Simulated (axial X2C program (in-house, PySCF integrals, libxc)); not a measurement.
## SnF at several levels of theory

Computed with an in-house all-electron X2C program for linear molecules (integrals from PySCF). Spin-free means the one-electron spin-free X2C Hamiltonian; two-component (2c) means X2C with spin–orbit coupling and atomic mean-field two-electron Coulomb and Gaunt terms, so the difference of the two also holds small scalar two-electron terms. Basis: Sn dyall-cv3z [11s12p9d4f1g], F dyall-av3z [7s6p3d2f] (cores contracted in-house); Gaussian nuclei, density fitting, unrestricted open shells. Masses: Sn 119.902 u, F 18.998 u.

The run was started with this input:
```json
{"zs": [50, 9], "q": 0, "bas": ["dyall-cv3z", "dyall-av3z"], "levels": ["PBE0", "HF", "B3LYP"], "cc": true, "r0": 2.04, "thr": -2.0, "nmax": 110, "npts": 10, "nst": 2, "ntry": 8}
```
```bash
python so2c.py task.json out
```

Keys: zs atomic numbers; q charge; bas basis sets; levels methods; cc coupled cluster on or off; r0 starting distance in Å; thr threshold in hartree for freezing inner shells (an s shell follows its p shell); nmax most natural virtual spinors; npts points on the curve; nst determinants followed; ntry starts of the search. HF also brings MP2.

State, spin-free: M_S = 1/2, Λ = 1 (beyond evenly filled blocks: π+α); electrons by block: σα: 13, σβ: 13, π+α: 7, π+β: 6, π-α: 6, π-β: 6, δ+α: 2, δ+β: 2, δ-α: 2, δ-β: 2. Fragments: Sn + F.

State, 2c: Ω = 1/2 (⟨Sz⟩ = -0.50, ⟨Lz⟩ = 1.00 at PBE0); electrons by block: 1/2: 20, -1/2: 19, 3/2: 8, -3/2: 8, 5/2: 2, -5/2: 2. Fragments: Sn + F.

| Hamiltonian | level | Re (Å) | ωe (cm⁻¹) | ωexe (cm⁻¹) | αe (cm⁻¹) | De (eV) | μ (D) |
| --- | --- | --- | --- | --- | --- | --- | --- |
| spin-free | PBE0 | 1.949 | 576.3 | 2.64 | 0.0018 | 4.86 | -2.65 |
| spin-free | HF | 1.929 | 606.2 | 2.81 | 0.00183 | 3.00 | -2.71 |
| spin-free | MP2 | 1.950 | 575.4 | 2.62 | 0.00181 | 5.16 | n/a |
| spin-free | CCSD | 1.944 | 587.3 | 2.7 | 0.00177 | 4.90 | n/a |
| spin-free | CCSD(T) | 1.947 | 582.3 | 2.67 | 0.0018 | n/a | n/a |
| spin-free | B3LYP | 1.966 | 558.3 | 2.59 | 0.0018 | 5.02 | -2.82 |
| 2c | PBE0 | 1.952 | 572.7 | 2.64 | 0.00181 | n/a | -2.70 |
| 2c | HF | 1.931 | 602.4 | 2.83 | 0.00183 | n/a | -2.76 |
| 2c | MP2 | 1.953 | 571.8 | 2.62 | 0.00181 | n/a | n/a |
| 2c | CCSD | 1.947 | 583.8 | 2.71 | 0.00178 | n/a | n/a |
| 2c | CCSD(T) | 1.950 | 578.9 | 2.68 | 0.0018 | n/a | n/a |
| 2c | B3LYP | 1.970 | 554.5 | 2.59 | 0.0018 | n/a | -2.87 |

Correlated methods: 21 electrons correlated (number of frozen shells: Sn 4 s, 3 p, 1 d; F 1 s), 257 virtual spin orbitals or spinors in MP2, 110 natural virtuals in coupled cluster.

Dipoles are positive if F is the positive end.

Occupations by symmetry block were frozen at the best pattern of an incomplete PBE0 search. De is counted from the lowest determinant-based energies of the atoms at the same level, without counterpoise correction. De is not given where an atomic determinant may have missed its ground term or J level, or where the truncated virtual space spoils (T). Density functionals use the spin component along the axis (collinear). Coupled cluster ran in a truncated set of natural virtual spinors; the MP2 energy of the rest was added. (T) has no such correction and the atoms are truncated less, which lowers De at CCSD(T) by a hundredth of an eV or more. Without a current term, density functionals place determinants with orbital angular momentum somewhat too high.

Rough cost a point (2c) on 1 thread(s) of a shared host, integrals apart: PBE0 0.6 s, HF 0.4 s, CCSD(T) 30 s, B3LYP 0.7 s.

The whole task took 11 min on 1 thread of Intel(R) Xeon(R) Processor @ 2.30GHz (shared host).
